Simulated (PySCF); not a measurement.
C2H3O3, SMILES COC([O])=O (connectivity only; charge and spin as stated), charge -1, multiplicity 1.

Coordinates come from a PBE-D3(BJ)/def2-SVPD optimisation. The multiplicity is an assumed one; other spin states were not compared. The isomer is the one that the SMILES or the coordinates give; other isomers of the formula were not compared.

Calculation: PBE-D3(BJ)/def2-SVPD in PySCF 2.14.0.

No scaling factor is applied to the harmonic values.

| mode | ν (cm⁻¹) | IR (km/mol) | moving atoms (share of kinetic energy) |
|---|---|---|---|
| 1 | 103 | 0.0 | H 77 %, O 17 % |
| 2 | 160 | 1.1 | O 55 %, H 35 %, C 10 % |
| 3 | 305 | 3.9 | O 46 %, C 34 %, H 21 % |
| 4 | 526 | 12.7 | O 72 %, C 23 % |
| 5 | 627 | 24.7 | O 80 %, H 11 %, C 9 % |
| 6 | 765 | 256.9 | O 51 %, C 47 % |
| 7 | 780 | 15.4 | C 80 %, O 20 % |
| 8 | 1065 | 160.7 | O 52 %, C 45 % |
| 9 | 1125 | 0.6 | H 75 %, C 19 % |
| 10 | 1132 | 7.5 | H 66 %, C 22 %, O 12 % |
| 11 | 1259 | 220.7 | O 64 %, C 26 %, H 10 % |
| 12 | 1373 | 30.9 | H 79 %, C 15 % |
| 13 | 1380 | 2.3 | H 96 % |
| 14 | 1417 | 5.7 | H 95 % |
| 15 | 1751 | 700.8 | C 72 %, O 28 % |
| 16 | 2891 | 142.7 | H 98 % |
| 17 | 2948 | 85.8 | H 91 %, C 9 % |
| 18 | 2974 | 79.1 | H 91 %, C 9 % |
